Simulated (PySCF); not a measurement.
Work out the structure from these simulated measurements.

Formula: C10H7Cl.

* UV, first state: lowest singlet excitation: 4.50 eV (276 nm, f = 0.099) [TDDFT CAM-B3LYP/def2-SVPD]
* NMR, other nuclei: isotropic shieldings of nuclei other than C and H, by class: 743 (1 Cl) ppm [GIAO PBE0/pcSseg-1]
* Dipole: 1.72 D [CAM-B3LYP/def2-SVPD]
* UV, strongest line: among the 10 lowest singlet transitions: S3 at 5.95 eV (208 nm, f = 0.937) [TDDFT CAM-B3LYP/def2-SVPD]
* 1H NMR: chemical shifts (computed TMS as zero) by class: 8.55 (1 H), 7.95 (1 H), 7.82 (1 H), 7.77 (1 H), 7.73 (1 H), 7.71 (1 H), 7.57 (1 H) ppm [GIAO PBE0/pcSseg-1]
* 13C NMR: chemical shifts (computed TMS as zero) by class: 143.2 (1 C), 137.8 (1 C), 134.4 (1 C), 133.8 (1 C), 132.4 (1 C), 132.2 (1 C), 132.2 (1 C), 131.8 (1 C), 130.8 (1 C), 130.5 (1 C) ppm [GIAO PBE0/pcSseg-1]
* Rotational structure: rotational constants A, B, C: 1.526, 0.916, 0.572 GHz [PBE0-D3(BJ)/def2-SVP]

The electronic properties come from PySCF, for the isolated species, density fitting. Levels stand in brackets. Isolated species at its PBE0-D3(BJ)/def2-SVP geometry, gas phase. NMR values are class means; diastereotopic atoms form classes of their own.

Task: What is the compound? Reason from the data.

Result: Numbering: `[Cl:1][c:2]1[cH:3][cH:4][cH:5][c:6]2[cH:7][cH:8][cH:9][cH:10][c:11]12`. Its formula, C10H7Cl, gives 7 degrees of unsaturation: 2 rings and 5 π bonds in the structure found (Kekulé form). 10 carbons fall into 10 classes; from least to most shielded: aromatic C–Cl carbon [C2] (143.2 ppm), ring-fusion aromatic carbon [C6] (137.8 ppm), ring-fusion aromatic carbon [C11] (134.4 ppm), aromatic CH carbon [C7] (133.8 ppm), aromatic CH carbon [C5] (132.4 ppm), aromatic CH carbon [C8] (132.2 ppm), aromatic CH carbon [C9] (132.2 ppm), aromatic CH carbon [C3] (131.8 ppm), aromatic CH carbon [C4] (130.8 ppm), aromatic CH carbon [C10] (130.5 ppm). Hydrogen classes from least to most shielded: 1 H on an aromatic CH carbon, C10 (8.55 ppm), 1 H on an aromatic CH carbon, C7 (7.95 ppm), 1 H on an aromatic CH carbon, C5 (7.82 ppm), 1 H on an aromatic CH carbon, C9 (7.77 ppm), 1 H on an aromatic CH carbon, C3 (7.73 ppm), 1 H on an aromatic CH carbon, C8 (7.71 ppm), 1 H on an aromatic CH carbon, C4 (7.57 ppm). The other shieldings belong to: 743 ppm, aryl chlorine [Cl1]. The optimised geometry has point group Cs and is an asymmetric top. Structure: 1-chloronaphthalene (`Clc1cccc2ccccc12`). Computed isomers that give other values at the same levels: `Clc1ccc2ccccc2c1` (rotational constant A: 2.737 GHz; this holds for the one conformer computed). The assignments are read from this structure; whether some other isomer fits the data as well wasn't checked.
